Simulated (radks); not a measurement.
The numbers below are computed, except where a source is named.
Ionisation of Sb2+, [Kr] 4d10 5s2 5p1, to Sb3+, [Kr] 4d10 5s2, under several functionals. Scalar-relativistic Kohn-Sham, spin-polarised, spherical densities, finite nucleus; open shells are filled with parallel spins first (spin-orbit coupling, left out, can overturn this in heavy ions); a radial shooting solver on a logarithmic mesh with Libxc functionals. The NIST Atomic Spectra Database gives 25.324 eV (measured). Rank these functionals by the error of their Delta-SCF ionisation energy: exchange-only PBE; exchange-only B88; AM05; PBEsol; SOGGA; exchange-only r2SCAN; MS2 meta-GGA; Wu-Cohen GGA; BP86; r2SCAN.

Answer. From best to worst: BP86 24.834 eV (-0.489); Wu-Cohen GGA 24.733 eV (-0.591); PBEsol 24.699 eV (-0.624); AM05 24.655 eV (-0.668); r2SCAN 24.591 eV (-0.732); MS2 meta-GGA 24.581 eV (-0.743); SOGGA 24.569 eV (-0.754); exchange-only B88 23.915 eV (-1.408); exchange-only PBE 23.905 eV (-1.419); exchange-only r2SCAN 23.661 eV (-1.663). Open shells are spherical and high-spin; term and fine-structure splittings are not resolved. Spin-orbit splitting is averaged out at the scalar-relativistic level.
